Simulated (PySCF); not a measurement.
Simulated Si 2p region for `N[SiH](N)P`, binding energy against the vacuum level.

Every computed line was given a Gaussian of 0.8 eV full width at half maximum and an area set by the number of equivalent atoms (split 2:1 within a doublet); the highest printed point is 100. Level of theory: delta-SCF UKS SCAN, pcX-2 on the ionised atom, pcseg-1 elsewhere, spin-free X2C (PySCF).

binding energy (eV), intensity and a bar:
```
    105.7          0 
    105.8          1 
    105.9          2 #
    106.0          4 #
    106.1          8 ##
    106.2         15 #####
    106.3         25 ########
    106.4         39 ############
    106.5         55 #################
    106.6         72 ######################
    106.7         86 ##########################
    106.8         96 #############################
    106.9        100 ##############################
    107.0         98 ##############################
    107.1         93 ############################
    107.2         85 #########################
    107.3         76 #######################
    107.4         67 ####################
    107.5         58 ##################
    107.6         49 ###############
    107.7         39 ############
    107.8         29 #########
    107.9         21 ######
    108.0         13 ####
    108.1          8 ##
    108.2          4 #
    108.3          2 #
    108.4          1 
    108.5          0 
    108.6          0
```

Count the maxima, the lines and the sites behind this envelope.

The curve has 1 maximum (at 106.9 eV). Under it lie 2 lines from 1 inequivalent silicon site, drawn as a 2p3/2, 2p1/2 pair. At this width some lines have no maximum of their own.

Decompose the envelope and assign each component. Numbering: `[NH2:1][SiH:2]([NH2:3])[PH2:4]`.

```csv
position (eV),relative area,line,atoms,environment
106.84,0.67,Si 2p3/2,Si2,SiH silicon
107.46,0.33,Si 2p1/2,Si2,SiH silicon
```

What are the centre and the root-mean-square width of the whole band?

The area-weighted mean of the lines is 107.05 eV. Their own spread about it is 0.29 eV (rms) and each Gaussian has σ = 0.8/2.355 = 0.34 eV; the variances add, which gives 0.45 eV.

Shake-up satellites, vibrational structure and lifetime widths aren't simulated. Spin–orbit coupling isn't in the SCF: each 2p doublet comes from a relaxed spin-free hole plus a matrix of the shell (mean-field spin–orbit coupling and the ground-state 2p splitting), with 2p3/2 averaged over its two sublevels. 2p1/2 minus 2p3/2 (ligand field included): Si 0.62 eV. The structure is a single PBE0-D3(BJ)/def2-SVP conformer in the gas phase; no vibrational or solvent corrections.

Conformer computed: `[NH2:1][SiH:2]([NH2:3])[PH2:4]`: H–N1–Si2–N3 57°, H–N1–Si2–N3 -160°, H–N3–Si2–N1 -162°, H–N3–Si2–N1 53°, H–P4–Si2–N1 -56°, H–P4–Si2–N1 38°.
